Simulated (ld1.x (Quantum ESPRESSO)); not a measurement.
**iron: one change to a PAW potential, before and after**

```
Element                 : Fe (Z = 26)
Generator               : ld1.x (Quantum ESPRESSO) 7.5
Type                    : PAW
Functional              : LDA (PZ)
Relativity              : scalar-relativistic
Frozen core             : [Ar]
Valence charge          : 8
Reference configuration : 3d6 4s1.75 4p0 (charge +0.25)
Partial waves           : 4s (bound): rcut 2.15, rcutus 2.90 bohr; 4s channel at -0.1 Ry: rcut 2.15, rcutus 2.90 bohr; 4p (bound, empty): rcut 3.20, rcutus 3.40 bohr; 4p channel at 0.25 Ry: rcut 3.20, rcutus 3.40 bohr; 3d (bound): rcut 0.80, rcutus 0.90 bohr; 3d channel at 3.35 Ry: rcut 0.80, rcutus 0.90 bohr
Local potential         : all-electron potential smoothed inside 2.00 bohr (lloc = -1)
Core correction         : a·sin(br)/r model core, default radius (core density twice the valence density)
Augmentation charge     : PSQ, inside the norm-conserving radii
```

Change: waves 3d (bound): rcut 0.80, rcutus 1.32 bohr; 3d channel at 3.35 Ry: rcut 0.80, rcutus 1.32 bohr.

Cutoffs: the cutoffs (Ry, on a coarse ladder) from which the occupation-weighted sum of valence levels, in a spherical-Bessel basis at the reference potential, stays within 10 and 1 mRy of its value at 400 Ry; they do not see the model core or the augmentation charge, which bear on the density cutoff. Errors are all-electron minus pseudo energies relative to the spin-unpolarised reference configuration.

Question: Predict the effect on cutoff, ghosts and configuration errors.

Answer: The potential gets softer (140 Ry and 230 Ry → 60 Ry and 110 Ry); the number of tests with a reliable result goes from 9 to 1 (the test run of the changed file stopped, so its transferability is not established); neither file shows a bound ghost. A larger radius leaves more room for a smooth pseudo-wave, so fewer plane waves are needed.

```csv
quantity,base,changed
"cutoff, loose",140 Ry,60 Ry
"cutoff, tight",230 Ry,110 Ry
loose cutoff by channel (10 mRy a level),"s 6 Ry, d 110 Ry","s 6 Ry, d 50 Ry"
bound ghosts,none,none
tests with a reliable result,9 of 9,1 of 9 (the test run stopped)
"error for 3d6 4s2 4p0, meV [ΔE -1.58 eV]",+0.1,+0.1
s: phases at 3.71 bohr within 0.05 rad from the reference energy up to (Ry; the scan ends near 5),1.2,1.2
p: phases at 3.71 bohr within 0.05 rad from the reference energy up to (Ry; the scan ends near 5),1.7,1.7
d: phases at 3.71 bohr within 0.05 rad from the reference energy up to (Ry; the scan ends near 5),to the end of the scan,to the end of the scan
lowest overlap eigenvalue by channel,"s 0.33, p 0.64, d 1.00","s 0.33, p 0.64, d 0.36"
```
